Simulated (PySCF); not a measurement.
C5H7OS (doublet state).
Z-matrix (Å and degrees, GFN2-xTB geometry), rows numbered from 1:
```
S 
C   1  1.9652
C   2  1.4271  1  111.77
C   3  1.4961  2  127.53  1   -73.69
C   4  1.4977  3  100.53  2   165.03
C   5  1.3347  4  108.29  3    -1.42
O   6  1.3566  5  113.29  4     0.04
H   1  1.3281  2   93.87  3   -61.84
H   2  1.0844  1  100.69  3  -120.86
H   2  1.0846  1  103.39  3   122.92
H   4  1.0993  3  111.92  2    45.14
H   4  1.0975  3  112.61  2   -74.77
H   5  1.0705  4  124.55  3   178.79
H   6  1.0735  5  131.02  4   179.88
```

The hyperfine couplings belong to this conformer and change with its torsions.

The species is `SC[C]1CC=CO1` [radical].

Computed, not measured: UKS B3LYP, pcH-1 on C H O S, non-relativistic, mean-field spin-orbit, GIAO (PySCF). Isolated species at its GFN2-xTB geometry (one conformer only). A GFN2-xTB geometry isn't a minimum of the functional, and hyperfine couplings can be far from their values at a DFT geometry. No stability test was run, so a lower SCF solution isn't excluded.

Principal values of hyperfine tensors in MHz (contact, dipolar and spin–orbit terms together), for some of the nuclei:

```tsv
atom	isotope	A1	A2	A3
H11	1H	124.80	126.78	134.57
H12	1H	118.72	119.31	130.45
C3	13C	24.50	25.97	225.58
C4	13C	-30.93	-29.43	-27.67
H9	1H	21.80	24.80	35.03
S1	33S	1.34	3.25	64.09
H10	1H	10.64	13.17	23.43
C5	13C	0.60	3.44	19.39
```

**Question.** Split each tensor into its isotropic and traceless parts, and turn a_iso into mT with g = 2.0045.

**Answer.** a_iso is a third of the trace, T = A − a_iso, and a(mT) = a(MHz)/(g × 13.996). The tensors hold a spin–orbit part: the run splits a_iso into a_FC + a_SO, and T includes its anisotropic share.

```tsv
atom	a_iso (MHz)	a_FC	a_SO	a_iso (mT)	T1	T2	T3
H11	128.71	128.71	0.01	4.588	-3.92	-1.94	5.85
H12	122.83	122.82	0.00	4.378	-4.10	-3.52	7.62
C3	92.02	91.98	0.04	3.280	-67.51	-66.04	133.56
C4	-29.34	-29.36	0.02	-1.046	-1.59	-0.09	1.67
H9	27.21	27.23	-0.02	0.970	-5.41	-2.41	7.82
S1	22.89	22.79	0.10	0.816	-21.55	-19.64	41.19
H10	15.75	15.76	-0.01	0.561	-5.11	-2.58	7.68
C5	7.81	7.82	-0.01	0.278	-7.21	-4.37	11.58
```

**Question.** What spin density at the nucleus of C5 lies behind its contact coupling (g_N = 1.40482)?

**Answer.** a_FC = 800.24 MHz bohr³ × g_N × ρ(0)/(2S). With a_FC = 7.82 MHz and 2S = 1, ρ(0) = 0.006953 bohr⁻³.

**Question.** O7 (17O, g_N = -0.75752) isn't in the table. Its spin density at the nucleus is 0.02908 bohr⁻³. What is its contact coupling?

**Answer.** By the same relation, a_FC = -17.63 MHz. Its full tensor has the principal values -62.20, 3.55, 5.86 MHz.

**Question.** Name the largest traceless tensor T of the table and describe it.

**Answer.** C3: -67.5, -66.0, 133.6 MHz, axial, in the ratio −1:−1:+2, the form that spin in one p orbital centred on that nucleus gives.

**Question.** What first-order splitting does C3 cause when the field lies along A1, A2 or A3 of its tensor (g taken as isotropic, no quadrupole term)?

**Answer.** 2 lines (I = 1/2), spaced by |A_i|/(g × 13.996): 0.87, 0.93, 8.04 mT along the axes of A1, A2 and A3.

Hardware: one thread of an AMD EPYC 9B45, shared host with 96 logical CPUs at a one-minute load of 10. Cost: 33 s wall (with the writing of density and orbital grids), 0.95 GiB resident at most.
